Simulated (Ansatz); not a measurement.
Reaction (redistribution): `[NH2][W](=[O])(=[O])[OH]` + `C[Si]F` → `[O]=[W](=[O])([OH])[F]` + `C[Si]N`

Calculated with Ansatz (gas phase, PBE0-D4/def2-TZVP geometries, no zero-point term in ΔE). CBS: MP2 limit from def2 TZ/QZ plus the TZ coupled-cluster correction, frozen cores. This one scheme is used for every species. Elements past krypton have def2 core potentials. For W outer-core shells are correlated without core-valence functions, which leaves a few kJ/mol of doubt a bond. Each species was taken in one conformer, which may not be the lowest.

`[NH2][W](=[O])(=[O])[OH]`:

Z-matrix (Å, degrees):
```
W
O 1 1.708
O 1 1.708 2 111.4
N 1 1.938 2 107.9 3 -118.2
O 1 1.891 2 110.0 3 120.5
H 4 1.009 1 123.6 2 -22.8
H 4 1.009 1 123.4 2 142.5
H 5 0.959 1 124.0 2 12.7
```

`C[Si]F`:

Cartesian coordinates in Å:
```
C 0.507 0.001 -0.213
Si -0.668 0.471 1.185
F -2.030 -0.149 0.564
H 1.533 0.329 -0.030
H 0.502 -1.088 -0.349
H 0.157 0.437 -1.157
```

`[O]=[W](=[O])([OH])[F]`:

```xyz
6

O    -0.686   -1.624    0.822
W     0.162   -0.236    0.330
O    -0.117    0.979    1.483
O    -0.506    0.309   -1.331
F     1.979   -0.611    0.248
H    -0.832    1.184   -1.553
```

`C[Si]N`:

Z-matrix (Å, degrees):
```
C
Si 1 1.904
H 1 1.094 2 110.7
H 1 1.094 2 115.0 3 123.8
H 1 1.098 2 107.9 3 -115.7
N 2 1.709 1 98.7 3 -143.5
H 6 1.008 2 121.7 1 -178.3
H 6 1.010 2 126.1 1 1.4
```

| species | CCSD(T)/CBS(def2) energy (Eh) |
| --- | --- |
| `[NH2][W](=[O])(=[O])[OH]` | -349.16250 |
| `C[Si]F` | -428.74649 |
| `[O]=[W](=[O])([OH])[F]` | -393.06556 |
| `C[Si]N` | -384.84019 |

Work out ΔE.

ΔE = (-393.06556) + (-384.84019) − (-349.16250) − (-428.74649) = 0.00324 Eh = +2.0 kcal/mol.

Largest T1 diagnostic among the species: 0.023, so the coupled-cluster value is less sure than usual.

At CCSD(T), def2-SVP lies −3.9 kcal/mol from the extrapolated value and def2-TZVPP −0.6 kcal/mol. From BLYP to BHLYP (50 % exact exchange), in def2-TZVPP and without D4, ΔE moves by +2.0 kcal/mol.
